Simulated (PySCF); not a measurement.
# Two-component Hartree-Fock for Mn¹³⁺ (manganese, charge +13)

Start: [Ne] 3s2. Calculated with PySCF 2.14 in an even-tempered Gaussian basis (19 s from 1 bohr⁻², ratio 2.4; 13 p from 1.3 bohr⁻², ratio 2.4; 5 d from 5 bohr⁻², ratio 2.6; 4 f from 7.5 bohr⁻², ratio 2.6): generalised Hartree-Fock with the X2C-1e Hamiltonian and a Gaussian nucleus; one run each with spin-orbit coupling (SO) switched off, then screened by Boettger's factors.

```
spinor shell  electrons  ε, spin-free (eV)  ε, screened SO (eV)  weight of nominal j (screened SO)  rms radius, screened SO (bohr)
       1s1/2          2            -6992.7              -6992.7                              1.000                          0.0703
       2s1/2          2            -1178.2              -1178.2                              1.000                           0.297
       2p1/2          2            -1053.0              -1060.3                              1.000                           0.267
       3s1/2          2            -400.87              -400.87                              1.000                           0.772
```

Problem. Where does 2p3/2 lie, and what is the 2p spin-orbit splitting (screened SO)?

Solution. At -1049.3 eV, 10.987 eV above 2p1/2.

```tsv
quantity	spin-free	screened SO
E (hartree)	-1084.40440	-1084.41884
M_J	0	0
⟨J²⟩	0.000	0.000
⟨L²⟩	0.000	0.000
⟨S²⟩	0.000	0.000
```

Without spin-orbit coupling the j labels of p, d and f shells carry no meaning; the spin-free column gives the mean over the occupied spinors of each nl shell.
